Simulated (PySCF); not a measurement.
Be(F)(SH) (BeFHS), SMILES [F][Be][SH]. Atoms are numbered in the order given.

```xyz
4

Be     0.0179    -0.6693     0.0000
F     -0.0076    -2.0469     0.0000
S      0.0789     1.2370     0.0000
H     -1.2657     1.3073     0.0000
```

The structure is a stationary point at r2SCAN-D4/def2-TZVP. Other conformers were not sampled.

Vertical ionisation energy (IE) and electron affinity (EA) in eV. Rows of orbital energies are one-electron estimates. Where ΔSCF, EOM or ADC give a negative EA the extra electron is unbound and the value depends on the basis.

```tsv
level	IE	EA
−ε(HOMO), −ε(LUMO), M06-2X/def2-TZVPD (PySCF)	9.11	0.47
−ε(HOMO), −ε(LUMO), PBE/def2-TZVPD (PySCF)	___	___
```

### Question
Fill in the missing entries. (An estimate is asked for; the answer gives what the named calculation found.)

### Answer

- −ε(HOMO), −ε(LUMO), PBE/def2-TZVPD (PySCF), IE: 6.72
- −ε(HOMO), −ε(LUMO), PBE/def2-TZVPD (PySCF), EA: 1.40
